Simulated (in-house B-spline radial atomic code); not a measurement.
**W5+: [Xe] 4f14 5d1**

All numbers are computed (Dirac-Kohn-Sham LC-wPBE, spherical fractional occupations; Fermi nucleus of rms radius 5.3658 fm) with an all-electron radial atomic-structure program (B-spline basis), not measured.

Effective charges: Z_r = [3n² - l(l+1)]/(2<r>) from the radius, Z_e = n√(-2ε) from the energy, and Slater's rules. Values are occupation-weighted means over j. An effective charge above Z reflects the relativistic contraction of the inner shells.

| shell | electrons | ε (eV) | <r> (bohr) | Z_r | Z_e | Slater |
| --- | --- | --- | --- | --- | --- | --- |
| 1s | 2 | -69438 | 0.01835 | 81.75 | 71.44 | 73.70 |
| 2s | 2 | -12031 | 0.07695 | 77.97 | 59.47 | 69.85 |
| 2p | 6 | -10608 | 0.06896 | 72.51 | 55.85 | 69.85 |
| 3s | 2 | -2821.2 | 0.2005 | 67.32 | 43.20 | 62.75 |
| 3p | 6 | -2393.4 | 0.2004 | 62.39 | 39.79 | 62.75 |
| 3d | 10 | -1865.4 | 0.1824 | 57.57 | 35.13 | 52.85 |
| 4s | 2 | -634.07 | 0.4495 | 53.39 | 27.31 | 46.25 |
| 4p | 6 | -492.27 | 0.4768 | 48.24 | 24.06 | 46.25 |
| 4d | 10 | -303.34 | 0.5117 | 41.04 | 18.89 | 34.85 |
| 5s | 2 | -143.3 | 1.057 | 35.49 | 16.23 | 16.35 |
| 5p | 6 | -106.24 | 1.204 | 30.31 | 13.97 | 16.35 |
| 4f | 14 | -97.993 | 0.6025 | 29.88 | 10.73 | 23.45 |
| 5d | 1 | -53.026 | 1.605 | 21.50 | 9.87 | 6.00 |

The least bound orbital is 5d5/2 at -52.58 eV, and it is also the most diffuse (<r> = 1.619 bohr).

Spin-orbit splittings of the orbital energies (j = l + 1/2 above j = l - 1/2 when positive): 2p 1352 eV, 3p 292.5 eV, 3d 63.61 eV, 4p 67.7 eV, 4d 12.47 eV, 5p 10.58 eV, 4f 2.256 eV, 5d 1.125 eV.

For the 1s electron the small component carries 7.79 % of the norm, the zero-frequency Breit interaction raises the level by 243.4 eV, self-energy by 152.2 eV, and vacuum polarisation lowers it by 28.79 eV.

Caution: exact exchange at fractional occupations of open shells leaves self-interaction of up to several eV.
